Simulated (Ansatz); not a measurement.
Reactions of C$_{2}$H$_{8}$FNOSi$_{2}$ (`C=C[Si](N)(F)O[SiH3]`).

Isolated molecules relaxed with PBE0-D4/def2-TZVP in Ansatz; ΔE leaves out vibrations. CCSD(T)/CBS is the MP2 limit (def2-TZVPP, def2-QZVPP) plus CCSD(T) − MP2 in def2-TZVPP, frozen cores. One conformer a species, not always the lowest.

Question: Order these by ΔE at CCSD(T)/CBS, lowest first. (Estimate.)
A. `C=C[Si](N)(F)O[SiH3]` + `C#CC=S` → `[SiH3]C#CC=S` + `C=C[Si](N)(O)F`
B. `C=C[Si](N)(F)O[SiH3]` + `C=CC[SiH3]` → `[SiH3]/C=C/C[SiH3]` + `C=C[Si](N)(O)F`
C. `C=C[Si](N)(F)O[SiH3]` + `[SiH3]S[SiH2]S` → `[SiH3]S[SiH2]S[SiH3]` + `C=C[Si](N)(O)F`
D. `C=C[Si](N)(F)O[SiH3]` + `CSCS` → `CSCS[SiH3]` + `C=C[Si](N)(O)F`
E. `C=C[Si](N)(F)O[SiH3]` + `CB(C)O` → `CB(C)O[SiH3]` + `C=C[Si](N)(O)F`

Answer: E (+22.0 kJ/mol), C (+33.0 kJ/mol), D (+44.4 kJ/mol), A (+64.1 kJ/mol), B (+99.6 kJ/mol).

Largest T1 diagnostic: 0.016, for `C#CC=S`.
